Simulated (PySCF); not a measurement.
Question: Write Cartesian coordinates for `C=C=C(C#CC)C(=O)O` as optimised with GFN2-xTB.

Answer: 
```xyz
15
C7H6O2 angstrom
C     -2.1002    2.1226   -0.2792
C     -1.4034    1.0494   -0.1306
C     -0.7089   -0.0584    0.0164
C      0.7092   -0.0816    0.0091
C      1.9091   -0.1486    0.0083
C      3.3508   -0.2191   -0.0003
C     -1.3932   -1.3626    0.1917
O     -0.8435   -2.4283    0.2913
O     -2.7325   -1.2339    0.2281
H     -2.4103    2.4688   -1.2526
H     -2.4078    2.7242    0.5616
H      3.6749   -1.0630   -0.6088
H      3.7689    0.6994   -0.4117
H      3.7230   -0.3546    1.0151
H     -3.1405   -2.1063    0.3395
```

Orientation and origin are arbitrary. Atoms count from 1 in this order. The C–C distances run from 1.202 Å (C4≡C5, drawn triple) to 1.483 Å (C3–C7, drawn single), a spread of 0.281 Å. The 9 heavy atoms lie in one plane (0.019 Å rms). O9 (acid hydroxyl oxygen) is bent (angle 109.6°). The C–O distances run from 1.203 Å (C7=O8, drawn double) to 1.346 Å (C7–O9, drawn single), a spread of 0.143 Å.

Bonds between heavy atoms (Å): C1=C2 1.288, C2=C3 1.316, C3–C4 1.418, C4≡C5 1.202, C5–C6 1.443, C3–C7 1.483, C7=O8 1.203, C7–O9 1.346.

The geometry is computed with GFN2-xTB (gas phase).

No GFN2-xTB frequencies stand behind this structure, so it isn't proved a minimum. One conformer, not necessarily the lowest (C2–C3–C7–O8 178°, C3–C7–O9–H 180°).
